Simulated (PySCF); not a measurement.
## From computed data to an observable: entropy of an ideal gas

SnO2, SMILES [O]=[Sn]=[O].

Geometry optimised at PBE-D3(BJ)/def2-TZVP. The def2 effective core potentials stand for the cores of Sn; spin–orbit coupling is left out.

PySCF with PBE-D3(BJ)/def2-TZVP gives the harmonic wavenumbers 151, 151, 753, 867 cm⁻¹ and the rotational temperature 0.2277 K. The molar mass is 150.71 g/mol, the symmetry number 2, the spin multiplicity 1.

**Question.** Work out the entropy at 298.15 K and 1 atm in the rigid-rotor, harmonic-oscillator model.

**Answer.** 
Translation (Sackur–Tetrode at 1 atm): S = R[1.5 ln M + 2.5 ln T − 1.16487] = 171.3 J/(mol K).
Rotation: q = T/(σ θ) = 655, S = R[ln q + 1] = 62.2 J/(mol K).
Vibration: with u = 1.4388 ν/T, each mode gives R[u/(e^u − 1) − ln(1 − e^−u)]:
| ν (cm⁻¹) | modes | u | S (J/(mol K)) |
|---|---|---|---|
| 151 | 2 | 0.73 | 22.26 |
| 753 | 1 | 3.63 | 1.04 |
| 867 | 1 | 4.18 | 0.67 |
These are all the modes. Sum 24.0 J/(mol K).
Spin: R ln 1 = 0.0 J/(mol K).
Total 257.5 J/(mol K); the program's own thermochemistry gives 257.5. Translation makes up 67 % and vibration 9 %. Anharmonicity, hindered rotation and orbital degeneracy are left out.
